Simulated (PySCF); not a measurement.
HgF2, singlet: data card

These are results of PBE0/[Hg def2-TZVP with ECP60, F def2-TZVP], scalar-relativistic core potentials, density fitting, no spin–orbit coupling, PySCF, not measurements.

The structure is a minimum.

```xyz
3
charge 0 multiplicity 1, angstrom
Hg    0.0000    0.0000    0.0000
F     1.9176    0.0000    0.0000
F    -1.9176    0.0000    0.0000
```

| Quantity | Value |
| --- | --- |
| Point group | D∞h |
| Bond lengths | Hg–F 1.918 Å (×2) |
| Bond angles | F–Hg–F 180.0° |
| Principal polarisabilities | 20.4, 20.4, 37.0 bohr³ |
| Rotational symmetry number | 2 |
| Entropy at 298.15 K and 1 bar | 264.8 J/(mol K) |
| Zero-point energy | 9.5 kJ/mol |
| Enthalpy at 298.15 K above 0 K | 12.59 kJ/mol |
| Rotational constants | 0.1206 cm⁻¹ |
| Lowest empty level | -2.37 eV |
| Heat capacity Cp at 298.15 K | 53.0 J/(mol K) |
| Highest occupied level | -10.24 eV |
| Atomisation energy without zero-point energy | 506 kJ/mol |
| Principal quadrupole moments (Buckingham, traceless) about the centre of mass | -14.25, 7.12, 7.12 D Å |
| Dipole moment | 0.00 D |

Harmonic modes (masses in u: Hg 201.971, F 18.998):
```csv
symmetry,ω (cm⁻¹),"IR (km/mol, summed over degenerate members)"
πu,179,31.3
σg+,582,0.0
σu+,657,113
```

In D∞h the vibrations span πu + σg+ + σu+. The σg+ mode carries no infrared intensity, as symmetry demands. With a centre of inversion only u modes can be infrared active and only g modes Raman active.

Charges (e):
```
atom  Mulliken  Löwdin  polar tensor  Mayer order to Hg1
 Hg1      0.99    0.76          1.12                   –
F2,3     -0.49   -0.38         -0.56                0.75
```

Mulliken populations on Hg1 (electrons outside its core potential): s 2.92, p 6.25, d 9.83, f 0.02.

Counting electrons, mercury keeps none of its valence electrons outside its bonds, so the VSEPR class is AX2 and the expected shape is linear (D∞h), as computed.

Spin–orbit coupling, left out here, can matter for elements this heavy.

The final relaxation and frequency run took about 26 core-seconds on a shared host.
